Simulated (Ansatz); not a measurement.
Isolated molecules relaxed with PBE0-D4/def2-TZVP in Ansatz; ΔE leaves out vibrations. CCSD(T)/CBS adds triple-zeta CCSD(T) − MP2 to the extrapolated MP2 energy (def2 sets, frozen cores). This one scheme is used for every species. DFT in def2-TZVPP. One conformer a species, not always the lowest.

`C[SiH](F)S` + HCl → `C[SiH](F)Cl` + H₂S  (ligand exchange at the Si–S bond)

```csv
level,ΔE (kcal/mol)
r2SCAN-D4,-10.3
ωB97X-V,-10.6
LC-ωPBE,-10.2
CCSD/def2-TZVPP,-10.5
```

Q: What does CCSD(T)/CBS give? (An estimate is asked.)

A: The calculation gave: -10.2 kcal/mol. The listed levels differ from it by -0.1, -0.4, 0.0, -0.3 kcal/mol.

Largest T1 diagnostic among the species: 0.011.

In def2-TZVPP, CCSD(T) changes the Hartree–Fock value by +2.7 kcal/mol (the triples alone add +0.4 kcal/mol) and MP2 by +2.6 kcal/mol. Leaving LDA and LC-ωPBE aside and taking each functional with its dispersion term where it has one, the values, not all of them listed here, spread over 2.3 kcal/mol, from BHLYP-D4 to revPBE-D4.
